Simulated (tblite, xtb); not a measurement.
C$_{6}$H$_{6}$, charge +1, doublet, at a GFN2-xTB geometry (a state made from the parent by changing its charge; the spin is typed, not shown lowest). Base run: GFN1-xTB run with xtb.

xtb was given this input:
```
$ xtb mol.xyz --gfn 1 --chrg 1 --uhf 1 --json

# file mol.xyz
12

C     -0.76596115     1.13457554     0.04321457
C     -1.36282008    -0.12550981    -0.05286156
C     -0.61165995    -1.29037458     0.00180888
C      0.76596115    -1.13457554    -0.04321457
C      1.36282008     0.12550981     0.05286156
C      0.61165995     1.29037458    -0.00180888
H     -1.38048513     2.00817218     0.23976822
H     -2.42662031    -0.20356231    -0.25702087
H     -1.07254586    -2.26329428    -0.06190391
H      1.38048513    -2.00817218    -0.23976822
H      2.42662031     0.20356231     0.25702087
H      1.07254586     2.26329428     0.06190391
```

Programs used: tblite, xtb; a row that names a program was run with it.

Each row names what was changed in the base input (with any setting that the change needs).

```json
[
 {"change": "base", "ΔE vs base (kcal/mol)": "0.000", "SCF cycles": "8"},
 {"change": "gbsa = water", "ΔE vs base (kcal/mol)": "-50.94", "SCF cycles": "9"},
 {"change": "acc = 1000", "ΔE vs base (kcal/mol)": "0.000", "SCF cycles": "5"},
 {"change": "program = tblite; method = gfn1; option = --spin-polarized", "ΔE vs base (kcal/mol)": "-1.48", "SCF cycles": "-"},
 {"change": "program = tblite; method = gfn1; option = (--alpb, water)", "ΔE vs base (kcal/mol)": "-48.54", "SCF cycles": "-"},
 {"change": "program = tblite; method = gfn1; option = (--efield, 0,0,0.1)", "ΔE vs base (kcal/mol)": "-0.019", "SCF cycles": "-"},
 {"change": "acc = 0.0001", "ΔE vs base (kcal/mol)": "0.000", "SCF cycles": "11"},
 {"change": "etemp = 3000", "ΔE vs base (kcal/mol)": "-5.42", "SCF cycles": "8"},
 {"change": "etemp = 1000", "ΔE vs base (kcal/mol)": "-0.68", "SCF cycles": "9"},
 {"change": "program = tblite; method = gfn1", "ΔE vs base (kcal/mol)": "0.000", "SCF cycles": "-"},
 {"change": "acc = 0.1", "ΔE vs base (kcal/mol)": "0.000", "SCF cycles": "10"}
]
```

ALPB and GBSA are two models with their own fitted parameters for each solvent, which aren't always the measured dielectric constant.
